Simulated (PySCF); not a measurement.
# Core-level binding energies of `BNBF`

Compound: B2FH4N.
Structure used (PBE0-D3(BJ)/def2-SVP), in Å, numbered top down from 1:
```xyz
8
B2FH4N angstrom
B      1.2542    0.2872   -0.0902
N      0.0098   -0.3611   -0.2613
B     -1.2408    0.1079    0.2289
F     -2.3291   -0.6115   -0.0151
H      2.2510   -0.2103   -0.5569
H      1.2887    1.3272    0.5208
H     -0.0096   -1.2369   -0.7784
H     -1.3358    1.1325    0.8541
```

Level of theory: delta-SCF UKS SCAN, pcX-2 on the ionised atom, pcseg-1 elsewhere, spin-free X2C in PySCF 2.14.0. Each binding energy is the total energy of the core-ionised species, with the hole localised on one atom, minus that of the ground state; both are solved self-consistently, so orbital relaxation is included.

Task: List the computed XPS lines with their assignment.

Result: 
```json
{"atom(s)": "B1", "environment": "three-coordinate boron", "level": "B 1s", "binding energy (eV)": "196.51", "above the level's lowest (eV)": "0.00", "count": "1"}
{"atom(s)": "B3", "environment": "three-coordinate boron", "level": "B 1s", "binding energy (eV)": "198.23", "above the level's lowest (eV)": "+1.72", "count": "1"}
{"atom(s)": "N2", "environment": "boron-bound nitrogen", "level": "N 1s", "binding energy (eV)": "405.74", "above the level's lowest (eV)": "0.00", "count": "1"}
{"atom(s)": "F4", "environment": "boron-bound fluorine", "level": "F 1s", "binding energy (eV)": "693.26", "above the level's lowest (eV)": "0.00", "count": "1"}
```

The listed B 1s values span 1.72 eV, from B1 (bonded to N and 2 H) to B3 (bonded to F, N and H).

Task: Which photon energy gives electrons from F 1s of F4 a kinetic energy of 50 eV, and what is their de Broglie wavelength?

Result: hν = 693.26 + 50 = 743.26 eV, recoil neglected; λ = 12.264 Å/√(E/eV) = 1.73 Å.

One conformer (not necessarily the lowest) at the PBE0-D3(BJ)/def2-SVP geometry, without solvent, vibrations or thermal averaging.
